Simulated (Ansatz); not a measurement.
Consider the redistribution: `C[N](C)[Ga]([Cl])[N](C)C` + `[NH2][SnH2][NH2]` → `C[N](C)[Ga]([NH2])[N](C)C` + `[NH2][SnH2][Cl]`.

Calculated with Ansatz (gas phase, PBE0-D4/def2-TZVP geometries, no zero-point term in ΔE). CCSD(T)/CBS is the MP2 limit (def2-TZVPP, def2-QZVPP) plus CCSD(T) − MP2 in def2-TZVPP, frozen cores. DFT in def2-TZVPP. B3LYP here is the variant with VWN-RPA as its local correlation; programs differ in this. Elements past krypton have def2 core potentials. For Ga, Sn outer-core shells are correlated without core-valence functions, which leaves a few kJ/mol of doubt a bond. Scalar relativity is left out up to krypton. Each species was taken in one conformer, which may not be the lowest.

Task: Is it downhill or uphill in electronic energy at CCSD(T)/CBS, and by how much? (Estimate.)

Result: Ansatz gave: Downhill: ΔE = -7.0 kJ/mol.

Task: What do these levels give: PBE-D4, r2SCAN-D4, PBE0-D4, B3LYP-D4, B2PLYP, PBE0, B3LYP, MP2/def2-TZVPP, CCSD/def2-TZVPP, CCSD(T)/def2-TZVPP, HF/def2-QZVPP, MP2/def2-QZVPP? (Estimate.)

Result: Ansatz gave: PBE-D4 -7.1, r2SCAN-D4 -8.1, PBE0-D4 -7.6, B3LYP-D4 -8.6, B2PLYP -6.2, PBE0 -7.7, B3LYP -9.2, MP2/def2-TZVPP -2.1, CCSD/def2-TZVPP -3.9, CCSD(T)/def2-TZVPP -2.4, HF/def2-QZVPP -10.6, MP2/def2-QZVPP -5.1 kJ/mol.

Largest T1 diagnostic among the species: 0.012.

In def2-TZVPP, CCSD(T) changes the Hartree–Fock value by +7.1 kJ/mol (the triples alone add +1.6 kJ/mol) and MP2 by +7.4 kJ/mol.
